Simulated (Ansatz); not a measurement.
Born–Oppenheimer molecular dynamics of AsH$_{2}$O (4 atoms, charge 0, multiplicity 2). It starts at the highest image of a converged band. Of that band: The profile has 2 maxima (images 2, 7) with wells between them (image 4): this band takes more than one step, which may be the mechanism or a detour left from its start path. Neighbouring images differ by up to 1.3 eV, so the band resolves the path poorly. A vibrational analysis at the climbing image gives one clearly imaginary mode, 1642i cm⁻¹: a first-order saddle point.

Level of theory: UKS B3LYP/def2-SVP (Ansatz).

- ensemble: NVE (velocity Verlet)
- time step: 0.5 fs
- steps asked: 200
- starting velocities drawn for: 100 K
- seed: 11496

Frames 2.5 fs apart, positions in Å, forces in eV/Å.

Velocities at 65.0 fs (Å/ps):

```
O -5.46 -6.83 -2.16
As 1.70 2.31 0.68
H -2.76 -5.77 -9.22
H -36.58 -57.45 -7.29
```

```xyz
4
Properties=species:S:1:pos:R:3:forces:R:3 time_fs=65.0 energy_less_start_eV=-0.327 T=1364
O -0.763 -0.817 0.692 -0.09 1.07 0.03
As 0.337 0.625 0.375 -0.45 -1.70 -1.21
H 1.062 -0.629 -0.154 1.01 0.10 0.46
H 0.169 0.731 -1.219 -0.47 0.52 0.72
4
Properties=species:S:1:pos:R:3:forces:R:3 time_fs=67.5 energy_less_start_eV=-0.262 T=1113
O -0.777 -0.832 0.687 0.18 1.21 0.25
As 0.341 0.630 0.376 -0.79 -2.42 -1.66
H 1.083 -0.638 -0.162 0.80 0.40 0.59
H 0.066 0.606 -1.214 -0.19 0.82 0.82
4
Properties=species:S:1:pos:R:3:forces:R:3 time_fs=70.0 energy_less_start_eV=-0.278 T=1175
O -0.790 -0.842 0.682 0.36 1.22 0.47
As 0.344 0.633 0.376 -0.97 -2.88 -1.61
H 1.153 -0.624 -0.135 0.57 0.65 0.61
H -0.048 0.529 -1.162 0.05 1.01 0.54
4
Properties=species:S:1:pos:R:3:forces:R:3 time_fs=72.5 energy_less_start_eV=-0.373 T=1544
O -0.802 -0.848 0.680 0.46 1.25 0.59
As 0.347 0.634 0.374 -1.02 -3.02 -0.95
H 1.257 -0.571 -0.073 0.42 0.80 0.43
H -0.161 0.512 -1.079 0.14 0.97 -0.07
4
Properties=species:S:1:pos:R:3:forces:R:3 time_fs=75.0 energy_less_start_eV=-0.502 T=2042
O -0.812 -0.849 0.679 0.63 1.43 0.47
As 0.348 0.632 0.372 -1.07 -2.76 0.20
H 1.386 -0.470 0.013 0.29 0.73 0.01
H -0.266 0.550 -1.001 0.15 0.60 -0.68
4
Properties=species:S:1:pos:R:3:forces:R:3 time_fs=77.5 energy_less_start_eV=-0.575 T=2321
O -0.819 -0.845 0.681 1.04 1.56 0.27
As 0.349 0.628 0.370 -1.50 -2.26 0.86
H 1.532 -0.328 0.101 0.02 0.40 -0.40
H -0.360 0.625 -0.960 0.44 0.29 -0.73
4
Properties=species:S:1:pos:R:3:forces:R:3 time_fs=80.0 energy_less_start_eV=-0.555 T=2244
O -0.823 -0.835 0.683 1.52 1.66 0.05
As 0.349 0.623 0.369 -2.04 -1.87 0.85
H 1.678 -0.161 0.165 -0.39 0.14 -0.62
H -0.426 0.718 -0.961 0.92 0.08 -0.28
4
Properties=species:S:1:pos:R:3:forces:R:3 time_fs=82.5 energy_less_start_eV=-0.506 T=2059
O -0.820 -0.819 0.686 1.92 1.70 -0.14
As 0.347 0.615 0.368 -2.30 -1.60 0.69
H 1.802 0.015 0.193 -0.82 -0.05 -0.65
H -0.440 0.816 -0.979 1.20 -0.05 0.11
4
Properties=species:S:1:pos:R:3:forces:R:3 time_fs=85.0 energy_less_start_eV=-0.552 T=2235
O -0.811 -0.796 0.688 2.17 1.67 -0.29
As 0.343 0.607 0.368 -2.24 -1.33 0.61
H 1.877 0.187 0.183 -1.05 -0.26 -0.53
H -0.383 0.912 -0.991 1.12 -0.08 0.21
4
Properties=species:S:1:pos:R:3:forces:R:3 time_fs=87.5 energy_less_start_eV=-0.706 T=2830
O -0.793 -0.767 0.689 2.17 1.48 -0.39
As 0.338 0.597 0.368 -1.96 -0.95 0.65
H 1.891 0.344 0.143 -0.89 -0.52 -0.29
H -0.261 1.003 -0.993 0.68 -0.01 0.02
4
Properties=species:S:1:pos:R:3:forces:R:3 time_fs=90.0 energy_less_start_eV=-0.829 T=3303
O -0.768 -0.732 0.688 1.80 0.96 -0.41
As 0.331 0.587 0.369 -1.58 -0.23 0.60
H 1.855 0.470 0.085 -0.27 -0.80 0.02
H -0.100 1.094 -0.994 0.06 0.07 -0.21
4
Properties=species:S:1:pos:R:3:forces:R:3 time_fs=92.5 energy_less_start_eV=-0.779 T=3111
O -0.736 -0.694 0.686 0.89 -0.10 -0.31
As 0.322 0.577 0.371 -0.90 1.16 0.06
H 1.803 0.547 0.028 0.53 -1.06 0.32
H 0.066 1.188 -1.005 -0.52 0.00 -0.07
```

Of the whole run (100 fs, mean temperature of the second half 2248 K): The conserved energy stayed within 0.19 meV per atom of its start (net change 0.054 meV per atom), so the integration is sound. The system heated up, since it started high on the potential surface and ran downhill. A run of 0.1 ps of so small a system gives no equilibrium averages.

The run took 5.5 min on 1 thread of Intel(R) Xeon(R) Platinum 8488C (Sapphire Rapids), on a shared host, peak memory 0.16 GiB.
